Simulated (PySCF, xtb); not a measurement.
H2IInO2, SMILES [OH][In]([OH])[I]. Other conformers were not sampled.

Harmonic wavenumbers (cm⁻¹) from xtb with GFN2-xTB at its own minimum, in rising order: 78, 91, 117, 228, 260, 319, 428, 458, 688, 734, 3593, 3647.

Problem. What does B3LYP-D3(BJ)/def2-SVP (PySCF 2.14.0) give at its own minimum? (Estimate from the structure and the level; the computed values follow.)

Solution. 83, 114, 122, 200, 265, 283, 587, 614, 814, 846, 3802, 3818. Paired by order, the mean absolute difference is 86 cm⁻¹ and the zero-point energies are 15.2 and 16.5 kcal/mol.
